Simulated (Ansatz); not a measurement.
```yaml
crystal:
  periodic: [false, false, false]
  atoms:
    - {symbol: C, position_ang: [0.599763, 1.419865, -1.456466]}
    - {symbol: C, position_ang: [-0.257689, -0.455314, -1.201634]}
    - {symbol: N, position_ang: [-0.160731, -0.351056, 0.313003]}
    - {symbol: C, position_ang: [-0.538674, -1.831636, 0.601518]}
    - {symbol: In, position_ang: [0.518107, 0.719949, 1.807400]}
    - {symbol: H, position_ang: [1.653547, 1.363670, -0.903057]}
    - {symbol: H, position_ang: [-0.440180, 2.397437, -0.856716]}
    - {symbol: H, position_ang: [0.115738, 1.427975, -2.321316]}
    - {symbol: H, position_ang: [0.583937, -0.562708, -1.294894]}
    - {symbol: H, position_ang: [-1.075020, 0.138861, -1.812424]}
    - {symbol: H, position_ang: [-0.598190, -2.221765, 1.488935]}
    - {symbol: H, position_ang: [0.063449, -2.509173, 0.240443]}
    - {symbol: H, position_ang: [-1.490708, -1.816712, 0.312804]}
    - {symbol: H, position_ang: [1.276310, 2.226038, 1.763060]}
    - {symbol: H, position_ang: [0.324993, -0.395703, 3.215507]}
basis:
  gaussian: {orbitals: def2-SVPD}
hamiltonian: {xc: {name: HF}}
correlation: {active_space: {window: {electrons: 6, orbitals: 2}}}
```

```sh
$ ansatz run in.yaml --threads 8 --pin off --events-out ev --progress --plain --max-ram 18278MiB
```

It prints (some lines left out):

```
Functional definition: HF
2017 factors; integrals over basis functions are off by at most 1.2e-3 eV
mean field evaluation 1: about -9859.9268 eV, gradient 3.4e1 eV
mean field evaluation 2: about -9860.2050 eV, gradient 3.5e1 eV
mean field evaluation 4: about -9863.8636 eV, gradient 6.0e0 eV
mean field evaluation 8: about -9863.9821 eV, gradient 4.2e-1 eV
mean field evaluation 16: about -9863.9835 eV, gradient 1.8e-6 eV
mean field -9863.98354381 eV, -362.4947091869 hartree, gradient 1.8e-6 eV, S^2 0.000000; 0 other end points of the search recorded, 0 dependent functions left out
reference -9863.98354381 eV, -362.4947091869 hartree; 28, 28 occupied and 164, 164 virtual orbitals, 2017 factors
Error: 6 electrons in 2 orbitals form no window around the highest filled level of the reference
```

Task: Something in this input is off. What?

Result: The active space doesn't fit the electrons. The run stopped with an error.
